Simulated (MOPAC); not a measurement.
Complex: CH4O (SMILES CO) (first 6 atoms) with HBr (SMILES Br); geometry from B3LYP-D3(BJ)/def2-TZVP, rigid monomers moved along the line of their centres of mass till O2···H8 is 2.04 Å.
(charge 0, multiplicity 1):
```xyz
8

C      0.56062    -0.27753    -0.17024
O     -0.53157    -0.25315     0.75537
H      0.20021    -0.23210    -1.20030
H      1.07563    -1.22292    -0.01576
H      1.26092     0.54109     0.01286
H     -1.01020     0.57794     0.66183
Br     0.88722    -0.42068     3.94103
H      0.19487    -0.38688     2.65760
```

Counterpoise-corrected where a basis set is named; no monomer relaxation.

The state reached by AM1, PM3, PM6, PM7 isn't checked; PM7 holds dispersion and hydrogen-bond terms.

Programs: MOPAC for AM1, PM3, PM6, PM7 (differences of heats of formation). Values without a source in brackets are computed.

Problem. One of these levels gives -5.18 kcal/mol for the interaction energy. Which one is it?
A. AM1
B. PM7
C. PM3
D. PM6

Solution. D, PM6. The others give -2.75 (AM1), -3.31 (PM3), -4.59 (PM7)
